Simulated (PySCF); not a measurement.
# One molecule, several mistakes: Al2BCH6

These are calculations, not measurements. The program is PySCF 2.14.0, an open-source quantum chemistry code, run on an isolated molecule that a program drew, which may never have been made. The molecule is Al2BCH6 (charge 0, doublet), drawn as the SMILES string `[BH2][Al][CH2][AlH2]`.

Each row is a Hartree-Fock (HF) and frozen-core CCSD(T) single point in the cc-pV(D+d)Z basis, meant for a local HF minimum. Run 1 is clean. Each other run has one planted mistake out of seven kinds, and not every kind appears here: one electron removed, one electron added, multiplicity raised by two, geometry at a saddle point, minimal basis STO-3G, one bond length entered in bohr, all coordinates scaled. The reference is restricted for singlets and unrestricted otherwise, and also for a bond in bohr. Adding or removing an electron swaps singlet and doublet. Electrons count all cores. HOMO and LUMO are orbital energies over both spins, the gradient is its largest component, and the lowest frequency (negative if imaginary) is given only where the gradient is small. Bond lengths are over the 9 bonds as drawn. T1 is the CCSD diagnostic: over 0.02 (restricted) or 0.045 (unrestricted) a single reference is doubtful.

Geometry of the clean run:
```xyz
10
Al2BCH6, angstrom
B     3.3309   -0.1683    0.3657
Al    1.6479   -1.1750   -0.4637
C    -0.2418   -0.6294   -0.5037
Al   -0.7829    0.8920   -1.5979
H     4.0291    0.5390   -0.3153
H     3.7319   -0.4173    1.4732
H    -0.4757   -0.3686    0.5417
H    -0.8430   -1.5027   -0.7879
H    -0.7031    2.3615   -1.0125
H    -1.2788    0.6777   -3.0870
```

| run | electrons | basis functions | <S^2> | HOMO (eV) | LUMO (eV) | gradient (hartree/bohr) | lowest frequency (cm^-1) | mean bond (Å) | longest bond (Å) | T1 | HF (hartree) | CCSD(T) (hartree) | mistake |
|---|---|---|---|---|---|---|---|---|---|---|---|---|---|
| 1 | 43 | 104 | 0.810 | -7.35 | 0.91 | 1.7e-05 | 38 | 1.5360 | 2.129 | 0.0251 | -549.81561 | -550.22556 | no fault |
| 2 | 44 | 104 | 0.000 | -0.41 | 4.77 | 2.9e-02 | - | 1.5360 | 2.129 | 0.0296 | -549.79911 | -550.25327 | one electron added |
| 3 | 43 | 104 | 1.661 | -7.41 | 0.49 | 2.5e-02 | - | 1.7288 | 3.686 | 0.0425 | -549.71076 | -550.09658 | one bond length entered in bohr |
| 4 | 43 | 104 | 3.774 | -6.68 | -1.03 | 4.0e-02 | - | 1.5360 | 2.129 | 0.0203 | -549.71247 | -550.10812 | multiplicity raised by two |
| 5 | 42 | 104 | 0.000 | -14.97 | -5.76 | 3.7e-02 | - | 1.5360 | 2.129 | 0.0141 | -549.57513 | -549.97462 | one electron removed |
| 6 | 43 | 104 | 0.818 | -7.23 | 1.18 | 8.4e-02 | - | 1.3947 | 1.933 | 0.0272 | -549.74013 | -550.14730 | ? |

**Which mistake was planted in run 6, and what did it cost?**

The mean and the longest bond both change by the same factor, 0.908, and the gradient is no longer small. So the mistake is: all coordinates scaled. Subtracting run 1 and multiplying by 627.51 kcal/mol a hartree, the energy moved by 47.4 kcal/mol in HF and 49.1 kcal/mol in CCSD(T).

Cautions from the logs. Run 2: T1 is over the limit, so its CCSD(T) energy is less reliable.
